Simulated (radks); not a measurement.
These are the eigenvalues of the occupied orbitals of an atom or ion with whole-number occupations (eV). All-electron calculation, scalar-relativistic Kohn-Sham, r2SCAN, spin-polarised, spherical densities, finite nucleus; meta-GGA in the generalised Kohn-Sham scheme; Fermi nuclear charge, rms radius of each element as measured or else 0.836 A^(1/3) + 0.57 fm. Program: a radial shooting solver on a logarithmic mesh with Libxc functionals.

1s up: -86312.12
1s down: -86229.21
2s up: -20796.88
2s down: -20668.97
2p up: -19073.60

Which element is it, and in what charge state? The configuration may be excited. Open shells, if any, are filled with parallel spins first.

Answer. Z = 78, platinum, charge +71: Pt71+ in [He] 2s2 2p3. The list shows which subshells hold electrons but not how many an open one holds; the 1s level, -3171.9 hartree, gives Z - s = 79.6 by -(Z - s)^2/2, which with screening and relativity narrows Z to a few neighbours, and the depths of the outer levels then fix element, charge and occupations together.
